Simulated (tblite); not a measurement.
Species: C5H8NO (doublet state).
Numbering: `[C:1]1=[N:2][CH2:3][O:4][CH2:5][CH2:6][CH2:7]1` (hydrogens: H8, H9 on C3; H10, H11 on C5; H12, H13 on C6; H14, H15 on C7)

Geometry (GFN2-xTB, Å), atoms numbered from 1 in this order:
```
atom  x, y, z in Å
C1    -0.0044    1.7126   -0.0904
N2     1.1021    1.4653    0.3519
C3     1.7954    0.2359    0.6514
O4     0.9855   -0.8717    0.9088
C5     0.0678   -1.2125   -0.1125
C6    -1.2585   -0.4506    0.0051
C7    -1.1896    0.9736   -0.5667
H8     2.3895    0.3928    1.5560
H9     2.4695    0.0498   -0.2037
H10   -0.1161   -2.2830    0.0192
H11    0.5194   -1.0504   -1.1016
H12   -2.0350   -1.0079   -0.5231
H13   -1.5239   -0.4081    1.0630
H14   -2.1003    1.5235   -0.3215
H15   -1.1060    0.9388   -1.6579
```

Computed geometry: GFN2-xTB, gas phase. This method treats the open shell by occupation alone, without spin polarisation.

Take the most abundant isotopes and a rigid rotor. The values belong to one conformer with, in the numbering `[C:1]1=[N:2][CH2:3][O:4][CH2:5][CH2:6][CH2:7]1`, C1–N2–C3–O4 -24°, N2–C3–O4–C5 57°, C3–O4–C5–C6 -87°, O4–C5–C6–C7 81°.

What are A, B and C (MHz)?

Ia = 128.94, Ib = 154.76, Ic = 260.54 u·Å²; 505379 MHz·u·Å²/I gives A = 3920, B = 3266, C = 1940 MHz.

What kind of rotor is it?

An asymmetric top; Ray's κ = 0.339.

What does the inertial defect say?

Not planar: Δ = Ic − Ia − Ib = -23.16 u·Å². For a rigid frame Δ = −2 Σ m c², so Σ m c² = 11.58 u·Å² lies off the ab plane: 7.30 from hydrogen and 4.28 from heavier atoms. The atom farthest from that plane is 1.44 Å away.

Give the other two planar moments, Paa and Pbb, and the rms extents of the mass along the axes.

Paa = Σ m a² = (Ib + Ic − Ia)/2 = 143.18 and Pbb = Σ m b² = (Ia + Ic − Ib)/2 = 117.36 u·Å². With the mass M = 98.06 u, the rms extents √(P/M) along a, b and c are 1.21, 1.09, 0.34 Å.

Where do the levels up to J = 4 lie, in cm⁻¹?

Above 0(0,0):
J = 1: 1(0,1) 0.1736, 1(1,1) 0.1954, 1(1,0) 0.2397
J = 2: 2(0,2) 0.4922, 2(1,2) 0.4985, 2(1,1) 0.6311, 2(2,1) 0.6966, 2(2,0) 0.7253
J = 3: 3(0,3) 0.9371, 3(1,3) 0.9383, 3(1,2) 1.1888, 3(2,2) 1.2175, 3(2,1) 1.3221, 3(3,1) 1.4518, 3(3,0) 1.4667
J = 4: 4(0,4) 1.5094, 4(1,4) 1.5096, 4(1,3) 1.8793, 4(2,3) 1.8872, 4(2,2) 2.1077, 4(3,2) 2.1812, 4(3,1) 2.2537, 4(4,1) 2.4639, 4(4,0) 2.4704

Estimate the classical rotational partition function at 25 K, 50 K and 500 K.

Point group C1, symmetry number σ = 1; q = (√π/σ)·√((kT/h)³/(ABC)), k/h = 20836.6 MHz/K: 4230 at 25 K, 12000 at 50 K, 378000 at 500 K.

For this open shell read J as N, the rotation without spin; fine and hyperfine splittings come on top. Its GFN2-xTB frequencies are all real (lowest 125 cm⁻¹). Zero-point vibration and centrifugal distortion are left out.

On Arm Neoverse V1, one thread, no GPU, on a shared host, this took 0.21 s wall. That covers the optimisation of the geometry.
